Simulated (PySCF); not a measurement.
**Electronic absorption of C4H3F3N2O**

Species: C4H3F3N2O.
Numbering: `[F:1][C:2]([F:3])([F:4])[O:5][c:6]1[cH:7][n:8][nH:9][cH:10]1` (hydrogens: H11 on C7; H12 on N9; H13 on C10)

Structure used (PBE0-D3(BJ)/def2-SVP), in Å, numbered top down from 1:
```
atom  x, y, z in Å
F1     2.1279    1.3942    0.0957
C2     2.1447    0.0631    0.1687
F3     3.2552   -0.3124    0.7711
F4     2.1518   -0.4003   -1.0778
O5     1.1082   -0.4216    0.8828
C6    -0.1553   -0.1437    0.4290
C7    -0.8415    1.0900    0.4356
N8    -2.0715    0.9322   -0.0295
N9    -2.1747   -0.3595   -0.3175
C10   -1.0514   -1.0686   -0.0683
H11   -0.4808    2.0662    0.7536
H12   -3.0479   -0.7148   -0.6850
H13   -0.9625   -2.1374   -0.2436
```

Method: TDDFT wB97X-D/def2-SVPD, vertical, gas phase, core orbitals frozen in the response (PySCF 2.14.0, density-fitted response routines).

```tsv
state	E (eV)	E (kJ/mol)	λ (nm)	f	|μ| (D)	main configurations (H = HOMO, L = LUMO)
S1	6.72	649	184.4	0.075	1.71	H→L (72%), H-1→L (14%)
S2	6.93	669	178.9	0.0080	0.55	H-2→L (92%)
S3	7.19	694	172.3	0.065	1.54	H-1→L (63%), H→L (17%), H→L+3 (16%)
S4	7.46	720	166.3	0.0027	0.31	H→L+1 (90%)
S5	7.81	754	158.7	0.0006	0.15	H-1→L+1 (81%)
S6	7.94	766	156.1	0.044	1.21	H→L+2 (68%)
```

The lowest singlet comes at 184 nm (649 kJ/mol) in the vacuum ultraviolet; it is of moderate strength; its leading configuration is HOMO→LUMO (72%). The lowest level is also the most intense of those listed (f = 0.075). Löwdin shares by element: HOMO carbon 50% or more, nitrogen 29% (atoms not listed hold the other 21%); LUMO nitrogen 44%, carbon 34% or more (atoms not listed hold the other 22%). Weighted by f, the mean energy of these states is 7.18 eV. Of the 6 states listed, 3 reach f = 0.01 and none stays under 0.0005. Orbital energies (eV): HOMO-3 -12.43, HOMO-2 -10.69, HOMO-1 -9.92, HOMO -9.47, LUMO 1.68, LUMO+1 2.16, LUMO+2 2.59. Only the lowest 6 singlets were computed, as vertical energies without vibronic structure.

One conformer stands for the species.
